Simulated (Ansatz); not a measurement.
`CSB[SiH3]` + H₂S → `CSBS` + SiH₄ at 500 K and 1 bar (cleavage of the B–Si bond).

Gas-phase electronic energies from Ansatz, PBE0-D4/def2-TZVP geometries. CBS: MP2 limit from def2 TZ/QZ plus the TZ coupled-cluster correction, frozen cores. This one scheme is used for every species. Each species was taken in one conformer, which may not be the lowest.

```json
{"species": "`CSB[SiH3]`", "CCSD(T)/CBS energy (Eh)": "-753.91766", "H − E (kJ/mol)": "247.5", "S (J/(mol·K))": "416.7"}
{"species": "H₂S", "CCSD(T)/CBS energy (Eh)": "-398.97279", "H − E (kJ/mol)": "57.0", "S (J/(mol·K))": "224.0"}
{"species": "`CSBS`", "CCSD(T)/CBS energy (Eh)": "-861.45798", "H − E (kJ/mol)": "202.6", "S (J/(mol·K))": "387.2"}
{"species": "SiH₄", "CCSD(T)/CBS energy (Eh)": "-291.46306", "H − E (kJ/mol)": "102.4", "S (J/(mol·K))": "230.9"}
```

H − E and S are ideal-gas, rigid-rotor, harmonic terms from PBE0-D4/def2-TZVP, for one conformer and one mirror image of each species. 1 Eh = 2625.50 kJ/mol, R = 8.31446 J/(mol·K).

Question: By hand: ΔE, ΔH, ΔS and ΔG.

Answer: ΔE = (-861.45798) + (-291.46306) − (-753.91766) − (-398.97279) = -0.03059 Eh = -80.3 kJ/mol. Δ(H − E) = 202.6 + 102.4 − 247.5 − 57.0 = 0.5, so ΔH = -79.8 kJ/mol. ΔS = 387.2 + 230.9 − 416.7 − 224.0 = -22.6 J/(mol·K). ΔG = -79.8 − 500 × (-22.6)/1000 = -68.5 kJ/mol.

Question: By hand: the equilibrium constant, and the temperature at which ΔG would vanish if ΔH and ΔS stayed fixed.

Answer: log₁₀ K = −ΔG/(RT ln 10) = 7.2. ΔG = 0 at ΔH/ΔS = 3531 K, far beyond where these terms or the molecules hold.

ΔH outweighs TΔS. A doubt of 5 kJ/mol in ΔE shifts log₁₀ K by 0.5 here. Other conformers and mirror images would add mixing entropy, several J/(mol·K) or more a flexible species. Modes under 60 cm⁻¹, often nearly free rotors, make the harmonic entropy too high. These are equilibria of isolated gas molecules and say nothing of rates. Largest T1 diagnostic: 0.015 (customary marks: 0.02 for closed shells, 0.045 for open ones).
